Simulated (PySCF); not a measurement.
Cl3Se, multiplicity 2. Atoms are numbered in the order given.

```xyz
4

Se    -0.3167     0.3156     0.0000
Cl     0.2813     0.5814     2.1875
Cl     0.2813     0.5814    -2.1875
Cl     0.0709    -1.7940     0.0000
```
Charge 0, spin multiplicity 2.

Geometry optimised at ωB97X-D3(BJ)/def2-SVP. The spin state was assumed, not searched. The isomer is the one that the SMILES or the coordinates give; other isomers of the formula were not compared.

Method: ωB97X-D3(BJ)/def2-SVP (PySCF).

Frequencies are harmonic and unscaled.

```tsv
mode	ν (cm⁻¹)	IR (km/mol)	moving atoms (share of kinetic energy)
1	105	2.0	Cl 75 %, Se 25 %
2	136	3.7	Cl 58 %, Se 42 %
3	175	0.8	Cl 91 %, Se 9 %
4	288	176.2	Cl 55 %, Se 45 %
5	324	9.1	Cl 91 %, Se 9 %
6	438	30.2	Cl 70 %, Se 30 %
```
